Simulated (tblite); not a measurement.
Compound: C₂H₁₂Ge₃O.
Cartesian coordinates in Å at the GFN2-xTB level; atoms count from 1:
```
atom  x, y, z in Å
C1    -1.6797   -1.4971   -0.2584
O2    -0.8382   -0.4400    0.1243
C3    -0.9798   -0.0689    1.4867
Ge4    0.0947    1.6063    1.6187
Ge5    1.1261    1.5832   -0.5308
Ge6    1.8757   -0.6000   -1.0691
H7    -1.4853   -1.6959   -1.3105
H8    -1.4687   -2.3986    0.3284
H9    -2.7331   -1.2237   -0.1241
H10   -2.0385    0.1013    1.7190
H11   -0.6274   -0.8784    2.1384
H12    0.9775    1.5253    2.8447
H13   -0.8499    2.7425    1.9422
H14    2.2407    2.6116   -0.6170
H15    0.1360    2.1013   -1.5457
H16    1.9588   -1.5093    0.1215
H17    1.0199   -1.3146   -2.0694
H18    3.2625   -0.6387   -1.6637
```

Computed with GFN2-xTB (tblite): harmonic, unscaled wavenumbers at the GFN2-xTB geometry, gas phase. The method is semi-empirical: single wavenumbers can be off by several per cent or more. Modes of hydrogen on germanium can be 10 to 20 % off. One conformer, not necessarily the lowest.

Harmonic wavenumbers (cm⁻¹): 29.8, 48.7, 69.9, 102.1, 114.6, 177.0, 216.8, 233.8, 240.2, 282.4, 296.7, 334.1, 342.8, 422.1, 437.8, 529.3, 552.4, 607.6, 636.9, 667.5, 789.1, 790.7, 845.8, 865.9, 868.4, 878.5, 955.9, 1094.1, 1137.0, 1148.2, 1188.2, 1260.2, 1406.3, 1464.8, 1473.1, 1486.4, 1827.3, 1862.0, 1892.4, 1919.8, 1939.5, 1985.5, 2021.4, 2859.7, 2888.5, 2913.3, 2932.1, 3026.2.

A = 1209, B = 716.6, C = 514.3 MHz; mass 273.852 u (most abundant isotopes); point group C1, symmetry number 1.

**Question.** What is the zero-point energy?

**Answer.** ½Σν̃ = 26031 cm⁻¹ = 74.43 kcal/mol.

**Question.** What is S at 400 K and 1 bar for an ideal gas of classical rigid rotors and harmonic oscillators?

**Answer.** Translation 44.21, rotation 31.83, vibration 52.58: S = 128.6 cal/(mol K).

**Question.** And Cp and H(400 K) − H(0)?

**Answer.** Cp = 53.91 cal/(mol K), of which vibrations give 45.96 (their classical limit is 48 R = 95.4); H(400 K) − H(0) = 13.49 kcal/mol without the zero-point energy, 10.31 from vibrations.

**Question.** Which modes carry the vibrational entropy at 400 K?

**Answer.** 29.8 cm⁻¹: 6.43; 48.7 cm⁻¹: 5.45; 69.9 cm⁻¹: 4.74; 102.1 cm⁻¹: 3.99; 114.6 cm⁻¹: 3.76; 177.0 cm⁻¹: 2.92 cal/(mol K); the other 42 give 25.30 together.

**Question.** What must be added to the electronic energy to get the Gibbs energy at 400 K and 1 bar?

**Answer.** ZPE + [H(400 K) − H(0)] − T·S = 74.43 + 13.49 − 51.45 = 36.47 kcal/mol.

**Question.** Blend soft modes into free rotors: weight 1/[1 + (100 cm⁻¹/ν̃)⁴] for the oscillator and the rest for a rotor with moment μB/(μ + B), μ = h/(8π²ν), B = 10⁻⁴⁴ kg m². What vibrational entropy results?

**Answer.** 47.30 cal/(mol K) in place of 52.58, which changes −T·S at 400 K by +2.11 kcal/mol.

Hindered rotation and anharmonicity are outside this model. Other conformers, if any are populated, would add a mixing term that is left out. The structure is chiral; the term R ln 2 for an equal mix with its mirror image is left out.
